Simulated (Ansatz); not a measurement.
The same path of C$_{2}$H$_{10}$N$_{2}$Si (15 atoms, charge 0, multiplicity 1) was run twice with different band settings. The coordinate that changes most is the dihedral H7–N1–C2–C3.

The calculation used Ansatz, RKS PBE-D4/def2-SVP.

Relaxed end points:

```xyz
15
Properties=species:S:1:pos:R:3
N -1.223 0.178 1.573
C 0.151 -0.228 1.315
C 0.542 -0.406 -0.174
N -0.360 -1.396 -0.776
Si 0.418 1.231 -1.157
H -1.354 1.166 1.320
H -1.829 -0.353 0.931
H 0.326 -1.210 1.819
H 0.849 0.484 1.804
H 1.629 -0.694 -0.201
H -0.215 -2.317 -0.336
H -0.159 -1.526 -1.774
H 1.384 2.237 -0.586
H 0.786 0.967 -2.596
H -0.968 1.816 -1.134
```

```xyz
15
Properties=species:S:1:pos:R:3
N -0.972 0.516 1.376
C 0.233 -0.289 1.223
C 0.504 -0.463 -0.276
N -0.538 -1.331 -0.850
Si 0.428 1.270 -1.110
H -1.737 0.031 0.884
H -1.248 0.610 2.360
H 0.191 -1.305 1.704
H 1.092 0.240 1.690
H 1.547 -0.852 -0.408
H -0.380 -2.305 -0.556
H -0.488 -1.341 -1.876
H 1.187 2.275 -0.289
H 1.127 1.150 -2.447
H -0.967 1.742 -1.396
```

Common settings: climbing image yes; spring 5.0 eV/Å²; optimiser quadratic models (default); start path IDPP; force threshold 0.03 eV/Å; iteration limit 60; end points relaxed.

| run | movable images |
| --- | --- |
| 1 | 5 |
| 2 | 1 |

Problem. What does each run give, and how far can it be trusted?

Solution. Run 1: converged after 9 iterations, highest image 0.175 eV above the first end. A vibrational analysis at the climbing image gives one clearly imaginary mode, 342i cm⁻¹: a first-order saddle point.
Run 2: converged after 8 iterations, highest image 0.175 eV above the first end. Another band between the same ends (5 images) ends at a top of the same energy, where a vibrational analysis finds 1 clearly imaginary mode. So few images can step over the top or miss a turn of the path.
